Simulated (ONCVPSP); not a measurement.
## PBE ONCV dataset for Cr, scalar-relativistic all-electron reference.

The input file (ONCVPSP 4.0.1):

```
# ATOM AND REFERENCE CONFIGURATION
# atsym  z   nc   nv     iexc    psfile
  Cr 24.00    3    3        4      upf
#
#   n    l    f
    1    0    2.00
    2    0    2.00
    2    1    6.00
    3    0    2.00
    3    1    6.00
    3    2    5.00
#
# PSEUDOPOTENTIAL AND OPTIMIZATION
# lmax
    2
#
#   l,   rc,      ep,       ncon, nbas, qcut
    0    0.90    0.00    3    7    7.40
    1    1.25    0.00    4    8   11.00
    2    1.45    0.00    4    9    8.70
#
# LOCAL POTENTIAL
# lloc, lpopt,  rc(5),   dvloc0
    4    5    0.60    0.00
#
# VANDERBILT-KLEINMAN-BYLANDER PROJECTORs
# l, nproj, debl
    0    1    1.00
    1    2    2.60
    2    3    1.60
#
# MODEL CORE CHARGE
# icmod, fcfact, rcfact
    1    0.65    0.00
#
# LOG DERIVATIVE ANALYSIS
# epsh1, epsh2, depsh
   -4.00    5.00    0.02
#
# OUTPUT GRID
# rlmax, drl
    6.00    0.01
#
# TEST CONFIGURATIONS
# ncnf
    4
# nvcnf
#   n    l    f
    4
    3    0    2.00
    3    1    6.00
    3    2    5.00
    4    0    1.00
#
    3
    3    0    2.00
    3    1    6.00
    3    2    4.00
#
    3
    3    0    2.00
    3    1    6.00
    3    2    3.00
#
    4
    3    0    1.00
    3    1    6.00
    3    2    5.00
    4    0    1.00
#
```

Command:

```bash
oncvpsp.x < Cr.dat > Cr.out
```

The program printed (shortened: citation, most of the input echo, consistency checks and plot data are left out):

```
ONCVPSP  (Optimized Norm-Conservinng Vanderbilt PSeudopotential)
scalar-relativistic version 4.0.1

#   n    l    f        energy (Ha)
    1    0    2.00    -2.1638041E+02
    2    0    2.00    -2.4766300E+01
    2    1    6.00    -2.0855274E+01
    3    0    2.00    -2.9761028E+00
    3    1    6.00    -1.9284217E+00
    3    2    5.00    -3.6288425E-01

Reference configufation results
  iterations    30
  all-electron total energy (Ha)   -1.05027432D+03

Begin loop to  construct optimized pseudo wave functions
and semi-local pseudopoentials for all angular momenta

Calculating optimized projector #   1

 for l=   0

    Fraction of norm inside rc  0.547061
    Optimizing pswf for qcut=   7.41 a_B^-1,  ecut=  27.48 Ha
    Residual kinetic energy error=  1.01D-02 Ha

    Energy error per electron        Cutoff
         Ha          eV             Ha
         0.01000     0.27211       27.62
         0.00100     0.02721      150.63
         0.00010     0.00272      247.22

   Wellstate for l =  1  n =  5
     eigenvalue =   0.6716
     asymptotic potential =   1.1716
     half-point radius =  4.4758

Calculating optimized projector #   1

 for l=   1

    Fraction of norm inside rc  0.793623
    Optimizing pswf for qcut=  11.00 a_B^-1,  ecut=  60.55 Ha
    Residual kinetic energy error=  9.48D-08 Ha

    Energy error per electron        Cutoff
         Ha          eV             Ha
         0.01000     0.27211       19.98
         0.00100     0.02721       25.54
         0.00010     0.00272       30.15
         0.00001     0.00027       43.02

Calculating optimized projector #   2

 for l=   1

    Fraction of norm inside rc  0.036119
    Optimizing pswf for qcut=  11.00 a_B^-1,  ecut=  60.55 Ha
    Residual kinetic energy error=  1.04D-07 Ha

    Energy error per electron        Cutoff
         Ha          eV             Ha
         0.01000     0.27211       15.15
         0.00100     0.02721       21.50
         0.00010     0.00272       26.75
         0.00001     0.00027       36.39

   Wellstate for l =  2  n =  5
     eigenvalue =   1.2371
     asymptotic potential =   1.7371
     half-point radius =  4.1914

   Wellstate for l =  2  n =  5
     eigenvalue =   2.8371
     asymptotic potential =   3.3371
     half-point radius =  2.7956

Calculating optimized projector #   1

 for l=   2

    Fraction of norm inside rc  0.621084
    Optimizing pswf for qcut=   8.69 a_B^-1,  ecut=  37.80 Ha
    Residual kinetic energy error=  3.53D-04 Ha

    Energy error per electron        Cutoff
         Ha          eV             Ha
         0.01000     0.27211       29.34
         0.00100     0.02721       35.00
         0.00010     0.00272       86.34
         0.00001     0.00027      150.22

Calculating optimized projector #   2

 for l=   2

    Fraction of norm inside rc  0.072876
    Optimizing pswf for qcut=   8.69 a_B^-1,  ecut=  37.80 Ha
    Residual kinetic energy error=  4.66D-04 Ha

    Energy error per electron        Cutoff
         Ha          eV             Ha
         0.01000     0.27211       28.79
         0.00100     0.02721       35.70
         0.00010     0.00272       56.09
         0.00001     0.00027      158.55

Calculating optimized projector #   3

 for l=   2

    Fraction of norm inside rc  0.105552
    Optimizing pswf for qcut=   8.69 a_B^-1,  ecut=  37.80 Ha
    Residual kinetic energy error=  2.44D-03 Ha

    Energy error per electron        Cutoff
         Ha          eV             Ha
         0.01000     0.27211       33.36
         0.00100     0.02721       40.48
         0.00010     0.00272       82.22
         0.00001     0.00027      210.24

Construct Vanderbilt / Kleinmman-Bylander projectors

B matrix Hermiticity error, ll=   1
   1   2   -2.0576E-04

  Orthonormal projector coefficients  1.2759E+01  1.4103E+00

B matrix Hermiticity error, ll=   2
   1   2   -1.0611E-04
   1   3   -2.1031E-04
   2   3   -6.4155E-05

  Orthonormal projector coefficients  2.4876E+01 -6.4961E+00 -4.1697E+00

Model core correction analysis
  based on d2Exc/dn_idn_j

d2excae - all-electron derivatives

   -4.104661D-02   -3.715150D-02   -2.285152D-02
   -3.726574D-02   -3.469124D-02   -2.172681D-02
   -2.330584D-02   -2.213888D-02   -1.560214D-02

d2excps - pseudofunction derivatives with no core correction

   -4.230927D-02   -3.868515D-02   -2.448788D-02
   -3.879943D-02   -3.618794D-02   -2.338388D-02
   -2.494219D-02   -2.379583D-02   -1.681730D-02

rms 2nd derivative error    1.522497E-03

Polynomial model core charge

d2excps - pseudofunction derivatives with core correction

   -3.886328D-02   -3.621585D-02   -2.422545D-02
   -3.632993D-02   -3.420886D-02   -2.310238D-02
   -2.467963D-02   -2.351422D-02   -1.687704D-02

rms 2nd derivative error    1.330620E-03

Pseudoatom total energy  -85.828813

Diagnostic tests using Vanderbilt-Kleinman-Bylander pseudopotentials
  1 or more projectors used as specified by nproj input data

   l    rcore       rmatch      e in        delta e   norm test  slope test

   0   0.9039707   0.9314172  -2.9761028   0.0002481   0.9999898   1.0003126

   1   1.2561552   1.2942948  -1.9284217  -0.0000099   1.0001209   1.0001424
   1   1.2561552   1.2942948   0.6715783   0.0000239   1.0003190   1.0003190

   2   1.4500896   1.4941174  -0.3628843  -0.0000011   1.0000791   1.0000765
   2   1.4500896   1.4941174   1.2371157   0.0000079   1.0002135   1.0002135
   2   1.4500896   1.4941174   2.8371157   0.0000756   1.0002325   1.0002325

 Testing for bound ghosts
   n   l    E NL Schr. Eq   E Basis Diag.   E Cutoff

   1   0       -2.975855       -2.972415    153.85

   2   1       -1.928432       -1.928169    191.98

   3   2       -0.362885       -0.353753    263.41

 Testing for highly-localized positive-energy ghosts
       l    <radius>/rc     E Basis Diag.   E Cutoff

Test configuration 0

   n   l     f        eae           eps        diff
   1   0  2.0000 -216.38041077
   2   0  2.0000  -24.76630002
   2   1  6.0000  -20.85527375
   3   0  2.0000   -2.97610283   -2.97585469    2.48D-04
   3   1  6.0000   -1.92842173   -1.92843162   -9.88D-06
   3   2  5.0000   -0.36288425   -0.36288533   -1.08D-06

    Total energies and differences
      AE_ref= -1.05027432D+03  AE_tst= -1.05027432D+03  dif=  0.00D+00
      PS_ref= -8.58288131D+01  PS_tst= -8.58288131D+01  dif= -2.42D-13
      PSP excitation error=  2.42D-13

Test configuration 1

   n   l     f        eae           eps        diff
   1   0  2.0000 -216.12151506
   2   0  2.0000  -24.51717551
   2   1  6.0000  -20.60530078
   3   0  2.0000   -2.71913842   -2.70412312    1.50D-02
   3   1  6.0000   -1.67000899   -1.65624866    1.38D-02
   3   2  5.0000   -0.10706025   -0.09664490    1.04D-02
   4   0  1.0000   -0.14726729   -0.15951054   -1.22D-02

    Total energies and differences
      AE_ref= -1.05027432D+03  AE_tst= -1.05052795D+03  dif= -2.54D-01
      PS_ref= -8.58288131D+01  PS_tst= -8.61006956D+01  dif= -2.72D-01
      PSP excitation error=  1.83D-02

Test configuration 2

   n   l     f        eae           eps        diff
   1   0  2.0000 -216.90515256
   2   0  2.0000  -25.30647823
   2   1  6.0000  -21.39391800
   3   0  2.0000   -3.49658088   -3.49555290    1.03D-03
   3   1  6.0000   -2.44236908   -2.44199305    3.76D-04
   3   2  4.0000   -0.83993251   -0.83885235    1.08D-03

    Total energies and differences
      AE_ref= -1.05027432D+03  AE_tst= -1.04968441D+03  dif=  5.90D-01
      PS_ref= -8.58288131D+01  PS_tst= -8.52392301D+01  dif=  5.90D-01
      PSP excitation error=  3.32D-04

Test configuration 3

   n   l     f        eae           eps        diff
   1   0  2.0000 -217.57762965
   2   0  2.0000  -26.00505416
   2   1  6.0000  -22.09024981
   3   0  2.0000   -4.14211446   -4.13730069    4.81D-03
   3   1  6.0000   -3.07745936   -3.07405304    3.41D-03
   3   2  3.0000   -1.43765254   -1.43070922    6.94D-03

    Total energies and differences
      AE_ref= -1.05027432D+03  AE_tst= -1.04855443D+03  dif=  1.72D+00
      PS_ref= -8.58288131D+01  PS_tst= -8.41126749D+01  dif=  1.72D+00
      PSP excitation error=  3.76D-03

Test configuration 4

   n   l     f        eae           eps        diff
   1   0  2.0000 -216.75539299
   2   0  2.0000  -25.07032269
   2   1  6.0000  -21.16536333
   3   0  1.0000   -3.21169632   -3.17885298    3.28D-02
   3   1  6.0000   -2.15532420   -2.12348920    3.18D-02
   3   2  5.0000   -0.54856181   -0.51937546    2.92D-02
   4   0  1.0000   -0.42450312   -0.45176954   -2.73D-02

    Total energies and differences
      AE_ref= -1.05027432D+03  AE_tst= -1.04757880D+03  dif=  2.70D+00
      PS_ref= -8.58288131D+01  PS_tst= -8.31738046D+01  dif=  2.66D+00
      PSP excitation error=  4.05D-02
```

The run took about 3.9 s on one core of a shared server CPU.
